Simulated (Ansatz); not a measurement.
Stepwise reaction of `[F][Ga]([F])[O][SiH3]` with water, as a gas-phase model of exchange steps in deposition or etching. ΔE in kJ/mol.

Isolated molecules relaxed with PBE0-D4/def2-TZVP in Ansatz; ΔE leaves out vibrations. CBS: MP2 limit from def2 TZ/QZ plus the TZ coupled-cluster correction, frozen cores. This one scheme is used for every species. Functionals use def2-TZVPP. B3LYP here is the variant with VWN-RPA as its local correlation; programs differ in this. For Ga outer-core shells are correlated without core-valence functions, which leaves a few kJ/mol of doubt a bond. Scalar relativity is left out up to krypton. Each species was taken in one conformer, which may not be the lowest.

```csv
step,reaction,PBE-D4,B3LYP-D4,ωB97M-V,CCSD(T)/CBS
2,`[OH][Ga]([F])[O][SiH3]` + H₂O → `[OH][Ga]([OH])[O][SiH3]` + H–F,23.7,25.1,25.3,19.5
```

(1) Give the row of step 1, `[F][Ga]([F])[O][SiH3]` + H₂O → `[OH][Ga]([F])[O][SiH3]` + H–F. (An estimate is asked.)

(2) By hand: ΔE of the 2 steps together at CCSD(T)/CBS.

Answers

(1) Computed: 
```json
{"step": "1", "reaction": "`[F][Ga]([F])[O][SiH3]` + H₂O → `[OH][Ga]([F])[O][SiH3]` + H–F", "PBE-D4": "16.7", "B3LYP-D4": "18.8", "ωB97M-V": "19.4", "CCSD(T)/CBS": "14.1"}
```

(2) (14.1) + (19.5) = 33.6 kJ/mol, or 16.8 kJ/mol a step.

In ΔE each step is higher than the one before. All are uphill at CCSD(T)/CBS. PBE-D4 differs from CCSD(T)/CBS by 2.6 to 4.2 kJ/mol a step. Isolated molecules leave out the surface, adducts and barriers. Largest T1 diagnostic: 0.014.
